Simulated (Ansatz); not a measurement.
Ideal-gas functions of `S=[CH][GeH3]` at 800 K and 1 bar, from an Ansatz frequency run at PBE0-D4/def2-TZVP.

Molar mass 120.72 g/mol, point group Cs (symmetry number 1), electronic degeneracy 1, moments of inertia 16.405, 240.681, 250.805 u Å². Harmonic wavenumbers (cm⁻¹, unscaled): 76, 203, 471, 482, 657, 771, 812, 874, 876, 1113, 1251, 2144, 2148, 2192, 3069.

Use S(trans) = R[1.5 ln M + 2.5 ln T − 1.1517]; rotational temperatures θ = 24.2544 K / I; S(rot) = R[ln(√π/σ · √(T³/θAθBθC)) + 1.5]; for each mode x = 1.438777 ν̃/T, S = R[x/(eˣ − 1) − ln(1 − e⁻ˣ)] and H = RT x/(eˣ − 1); 1 cm⁻¹ = 0.0119627 kJ/mol; R = 8.31446 J/(mol·K).

Question: By hand: the entropy, in J/(mol·K).

Answer: Translation 189.2. Rotation: θ = 1.4785, 0.1008, 0.0967 K, giving 118.2. Vibration, mode by mode: 24.87, 16.74, 9.94, 9.76, 7.39, 6.23, 5.87, 5.36, 5.34, 3.81, 3.13, 0.87, 0.87, 0.81, 0.22, in all 101.2. Electronic 0.0. Sum 408.6 J/(mol·K).

Question: By hand: H − E and G − E in kJ/mol, counted from the electronic energy.

Answer: Zero-point energy ½ × 17139 × 0.0119627 = 102.5; thermal vibration 40.7; translation, rotation and pV give 4 RT = 26.6. H − E = 169.8 kJ/mol, and G − E = 169.8 − 800 × 408.6/1000 = -157.1 kJ/mol.

Vibration gives 25 % of the entropy, 24.9 J/(mol·K) of it from the mode under 150 cm⁻¹: soft modes count most, and the harmonic formula is weakest for them.
